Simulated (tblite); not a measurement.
C₅H₁₅GeN.
Structure used (GFN2-xTB), in Å, numbered top down from 1:
```
atom  x, y, z in Å
C1    -1.6326    0.0894   -1.4038
C2    -1.5181   -0.3887    0.0375
C3    -2.7834   -0.0671    0.8234
Ge4    0.0723    0.4438    0.9198
N5     1.5619    0.1493   -0.1134
C6     1.9108   -1.2027   -0.4895
C7     2.7366    0.9684    0.0852
H8    -2.4765   -0.3853   -1.9039
H9    -0.7249   -0.1426   -1.9578
H10   -1.7806    1.1680   -1.4312
H11   -1.3882   -1.4760    0.0354
H12   -2.6979   -0.4156    1.8516
H13   -3.6515   -0.5436    0.3690
H14   -2.9540    1.0080    0.8424
H15   -0.0109    1.9497    0.9721
H16    0.1871   -0.0257    2.3739
H17    1.0040   -1.7875   -0.6342
H18    2.4705   -1.1912   -1.4297
H19    2.5308   -1.7032    0.2662
H20    3.3120    1.0131   -0.8439
H21    3.3944    0.5814    0.8744
H22    2.4279    1.9773    0.3551
```

All values are computed: GFN2-xTB (tblite) harmonic vibrations without scaling, gas phase. The method is semi-empirical: single wavenumbers can be off by several per cent or more. Modes of hydrogen on germanium can be 10 to 20 % off. One conformer, not necessarily the lowest.

Harmonic wavenumbers (cm⁻¹): 46.0, 52.4, 87.7, 165.1, 201.8, 211.8, 222.0, 231.2, 253.8, 270.1, 292.1, 333.0, 363.2, 447.0, 521.8, 543.0, 604.6, 686.0, 825.8, 928.9, 940.3, 977.9, 989.7, 1029.6, 1052.4, 1091.2, 1130.3, 1136.4, 1169.5, 1193.0, 1239.4, 1249.9, 1303.3, 1407.1, 1415.9, 1419.0, 1424.3, 1475.8, 1483.1, 1489.9, 1497.2, 1500.7, 1503.7, 1504.4, 1511.5, 1759.4, 1949.7, 2869.9, 2872.6, 2909.3, 2939.6, 2944.5, 2999.7, 3003.1, 3004.2, 3006.1, 3008.2, 3012.5, 3018.0, 3021.1.

A = 3061, B = 1122, C = 963.2 MHz; mass 163.042 u (most abundant isotopes); point group C1, symmetry number 1.

Problem. What is the zero-point energy?

Solution. Half the sum of the wavenumbers: 40870 cm⁻¹ = 488.92 kJ/mol.

Problem. What is S at 298.15 K and 1 bar for an ideal gas of classical rigid rotors and harmonic oscillators?

Solution. Translation 172.39, rotation 121.19, vibration 146.57: S = 440.1 J/(mol K).

Problem. And Cp and H(298.15 K) − H(0)?

Solution. Cp = 178.68 J/(mol K), of which vibrations give 145.42 (their classical limit is 60 R = 498.9); H(298.15 K) − H(0) = 32.90 kJ/mol without the zero-point energy, 22.99 from vibrations.

Problem. Blend soft modes into free rotors: weight 1/[1 + (100 cm⁻¹/ν̃)⁴] for the oscillator and the rest for a rotor with moment μB/(μ + B), μ = h/(8π²ν), B = 10⁻⁴⁴ kg m². What vibrational entropy results?

Solution. 134.56 J/(mol K) in place of 146.57, which changes −T·S at 298.15 K by +3.58 kJ/mol.

Problem. Which modes carry the vibrational entropy at 298.15 K?

Solution. 46.0 cm⁻¹: 20.85; 52.4 cm⁻¹: 19.77; 87.7 cm⁻¹: 15.53; 165.1 cm⁻¹: 10.42; 201.8 cm⁻¹: 8.86; 211.8 cm⁻¹: 8.49 J/(mol K); the other 54 give 62.67 together.

Problem. What must be added to the electronic energy to get the Gibbs energy at 298.15 K and 1 bar?

Solution. ZPE + [H(298.15 K) − H(0)] − T·S = 488.92 + 32.90 − 131.23 = 390.59 kJ/mol.

Problem. How do the functions run with temperature in this model?

Solution. 
| T (K) | S (J/(mol K)) | Cp (J/(mol K)) | H − H(0) (kJ/mol) | G − H(0) (kJ/mol) | ln q(vib) |
| --- | --- | --- | --- | --- | --- |
| 150 | 341.1 | 116.2 | 11.02 | -40.15 | 3.63 |
| 250 | 410.5 | 158.5 | 24.79 | -77.84 | 6.84 |
| 400 | 498.7 | 221.8 | 53.31 | -146.18 | 11.47 |
| 600 | 603.1 | 294.9 | 105.30 | -256.57 | 17.32 |
| 900 | 738.2 | 370.7 | 205.99 | -458.36 | 25.52 |

q(vib) and H(0) count from the zero-point level.

Hindered rotation and anharmonicity are outside this model. Other conformers, if any are populated, would add a mixing term that is left out. The structure is chiral; the term R ln 2 for an equal mix with its mirror image is left out.
